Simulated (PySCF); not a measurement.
Dipole response of Sm⁺ (samarium, charge +1)

[Xe] 4f6 6s1, high-spin 8F determinant. Calculation: PySCF 2.14, in ANO-RCC-VTZP; the spin-free X2C one-electron Hamiltonian (Gaussian nucleus). Coupled (time-dependent) response in atomic units; α is the mean over directions. The basis has no added diffuse functions, which lowers α and C₆.

```
method  mean α (bohr³)         α xx, yy, zz  C₆ (like pair)  S(−4)
   UHF           122.4  125.1, 125.1, 117.1            1239  12450
```

S(−4) is the Cauchy moment in α(ω) = α(0) + S(−4) ω² + …

Spin-orbit coupling is absent.

α(iu) at UHF:

| u (hartree) | α(iu) (bohr³) |
| --- | --- |
| 0 | 122.4 |
| 0.0500 | 98.03 |
| 0.100 | 63.06 |
| 0.200 | 29.34 |
| 0.300 | 17.96 |
| 0.500 | 10.30 |
| 0.750 | 6.892 |
| 1.00 | 5.142 |
| 1.50 | 3.267 |
| 2.00 | 2.294 |
| 3.00 | 1.340 |
| 5.00 | 0.6406 |

A single London oscillator, α(iu) = α/(1 + u²/ω²), gives C₆ = (3/4) ω α². Matching the computed C₆ needs ω = 4 × 1239 / (3 × 122.4²) = 0.110 hartree.

For an ion, C₆ is the dispersion term alone; charge-induced terms of lower order in 1/R come first.

The components differ because the open shell of this determinant is not spherical; for a pure term their mean is the scalar polarisability.

Spin-orbit coupling, absent here, splits the open shell strongly.
